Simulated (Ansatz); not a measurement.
Cartesian coordinates in Å:
```
F -0.3253 0.6445 -1.6649
C 0.4326 -0.0664 -0.7639
F 1.6379 0.5730 -0.6591
Ga -0.5465 -0.0495 1.0087
H 0.6300 -1.0419 -1.2217
H -1.2499 -1.3591 1.5040
H -0.5788 1.2995 1.7969
```

Total charge 0; spin multiplicity 1.

Q: List the PBE0/def2-TZVPP orbital energies in eV (Ansatz 0.2.0). (Estimate.)

A: Ansatz gave: Occupied: -10147.55, -1253.44, -1109.64, -1109.50, -1109.50, -674.20, -674.17, -282.02, -151.68, -104.74, -104.38, -104.38, -34.77, -33.28, -23.82, -23.66, -23.65, -23.50, -23.47, -19.19, -15.14, -15.10, -14.66, -12.25, -12.05, -11.43, -11.07, -8.99, -7.87. Lowest empty: -2.06, 0.70, 1.28, 1.90, 2.58, 2.85, 3.98, 4.67.
